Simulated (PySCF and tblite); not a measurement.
Values are calculated unless marked as measured or tabulated.
Stationary points of C6H12FN at GFN2-xTB, in Å:

Structure A

```
 1 C     2.423    0.341   -0.031
 2 C     0.944    0.284    0.335
 3 C     0.384   -1.140    0.187
 4 C    -1.108   -1.161    0.514
 5 C    -1.834   -0.148   -0.364
 6 F    -3.171   -0.096   -0.012
 7 C    -1.206    1.243   -0.197
 8 N     0.213    1.245   -0.478
 9 H     2.782    1.363    0.048
10 H     3.002   -0.291    0.636
11 H     2.575   -0.001   -1.053
12 H     0.821    0.604    1.377
13 H     0.538   -1.480   -0.841
14 H     0.919   -1.820    0.851
15 H    -1.527   -2.157    0.359
16 H    -1.265   -0.887    1.560
17 H    -1.813   -0.458   -1.418
18 H    -1.701    1.960   -0.854
19 H    -1.352    1.569    0.838
20 H     0.370    1.043   -1.462
```

Structure B

```
 1 C     2.409    0.265   -0.119
 2 C     0.935    0.253    0.269
 3 C     0.364   -1.167    0.230
 4 C    -1.122   -1.158    0.578
 5 C    -1.843   -0.211   -0.371
 6 F    -3.179   -0.122   -0.022
 7 C    -1.215    1.180   -0.313
 8 N     0.181    1.063   -0.677
 9 H     2.816    1.271   -0.046
10 H     2.978   -0.387    0.539
11 H     2.521   -0.081   -1.143
12 H     0.830    0.641    1.302
13 H     0.499   -1.566   -0.777
14 H     0.906   -1.803    0.930
15 H    -1.546   -2.160    0.499
16 H    -1.268   -0.806    1.602
17 H    -1.818   -0.593   -1.399
18 H    -1.717    1.841   -1.023
19 H    -1.366    1.585    0.705
20 H     0.600    1.984   -0.756
```

Structure C

```
 1 C     2.412    0.300   -0.091
 2 C     0.950    0.258    0.330
 3 C     0.376   -1.167    0.224
 4 C    -1.115   -1.161    0.554
 5 C    -1.842   -0.196   -0.375
 6 F    -3.185   -0.149   -0.043
 7 C    -1.234    1.209   -0.253
 8 N     0.171    1.141   -0.491
 9 H     2.804    1.310    0.006
10 H     3.004   -0.362    0.535
11 H     2.514   -0.016   -1.126
12 H     0.871    0.574    1.389
13 H     0.522   -1.532   -0.795
14 H     0.904   -1.834    0.907
15 H    -1.539   -2.162    0.454
16 H    -1.267   -0.829    1.584
17 H    -1.798   -0.547   -1.414
18 H    -1.704    1.885   -0.969
19 H    -1.452    1.579    0.765
20 H     0.607    1.699   -1.194
```

Level: B3LYP/pcSseg-1 + D3(BJ) on GFN2-xTB stationary points, with GFN2-xTB thermal terms.

Problem. Which structure is a saddle point, and along which motion?

Solution. C: one imaginary mode (677i cm⁻¹ at GFN2-xTB, mostly on H20, N8), along the pyramidal inversion at N8.

Problem. Give their symmetry and energies above the lowest.

Solution. A C1, 1.0 kcal/mol; B C1, 0.0 kcal/mol; C C1, 4.6 kcal/mol.
